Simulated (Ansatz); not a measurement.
`CN[Si](F)(F)F` → `F[SiH](F)F` + `C=N` at 500 K and 1 bar (β-hydride elimination).

Gas-phase electronic energies from Ansatz, PBE0-D4/def2-TZVP geometries. CCSD(T)/CBS adds triple-zeta CCSD(T) − MP2 to the extrapolated MP2 energy (def2 sets, frozen cores). This one scheme is used for every species. Each species was taken in one conformer, which may not be the lowest.

```csv
species,CCSD(T)/CBS energy (Eh),H − E (kJ/mol),S (J/(mol·K))
`CN[Si](F)(F)F`,-683.86577,217.2,427.3
`F[SiH](F)F`,-589.26725,75.7,315.5
`C=N`,-94.52360,124.2,249.5
```

H − E and S are ideal-gas, rigid-rotor, harmonic terms from PBE0-D4/def2-TZVP, for one conformer and one mirror image of each species. 1 Eh = 2625.50 kJ/mol, R = 8.31446 J/(mol·K).

**Question.** By hand: ΔE, ΔH, ΔS and ΔG.

**Answer.** ΔE = (-589.26725) + (-94.52360) − (-683.86577) = 0.07492 Eh = 196.7 kJ/mol. Δ(H − E) = 75.7 + 124.2 − 217.2 = -17.3, so ΔH = 179.4 kJ/mol. ΔS = 315.5 + 249.5 − 427.3 = 137.7 J/(mol·K). ΔG = 179.4 − 500 × (137.7)/1000 = 110.6 kJ/mol.

**Question.** By hand: the equilibrium constant, and the temperature at which ΔG would vanish if ΔH and ΔS stayed fixed.

**Answer.** log₁₀ K = −ΔG/(RT ln 10) = -11.6. ΔG = 0 at ΔH/ΔS = 1303 K.

The number of gas molecules changes by +1, which sets the sign of ΔS. A doubt of 5 kJ/mol in ΔE shifts log₁₀ K by 0.5 here. Other conformers and mirror images would add mixing entropy, several J/(mol·K) or more a flexible species. Modes under 60 cm⁻¹, often nearly free rotors, make the harmonic entropy too high. These are equilibria of isolated gas molecules and say nothing of rates. Largest T1 diagnostic: 0.012 (customary marks: 0.02 for closed shells, 0.045 for open ones).
